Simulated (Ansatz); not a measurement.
Breaking the N3–H4 bond in H3NSe (SMILES N[SeH]) (multiplicity 1 held, fragments rigid). Energies count from the point at 1.012 Å.
Geometry at that point (charge 0, multiplicity 1):
| atom | x (Å) | y (Å) | z (Å) |
|---|---|---|---|
| Se | -0.0430 | 0.3156 | 0.2326 |
| H | -1.2669 | 0.7729 | -0.4779 |
| N | 0.3666 | -1.2273 | -0.7248 |
| H | 0.5479 | -1.0107 | -1.6964 |
| H | -0.3858 | -1.9010 | -0.6611 |

Restricted levels (R-, RO-) in cc, def2 and unpolarised 6-31G sets keep to the state of the molecule at rest. Active spaces are followed from a long bond inwards. Levels need not reach the same state.

Frozen-core correlation. Filled d and f shells under p-block atoms count as core.

Run with Ansatz (a program for electronic structure). Values without a source in brackets are computed.

### Question
What is the computed energy at R = 3.238 Å (R-HF/cc-pVDZ)?

### Answer
8.46 eV

### Question
What is the computed energy at R = 3.238 Å (FIC-MRCISD+Q on CASSCF(2,2)/cc-pVDZ)?

### Answer
4.41 eV

Doubts at one or more of the structures used: a restricted determinant that unrestricted orbitals would lower (R-HF/cc-pVDZ).
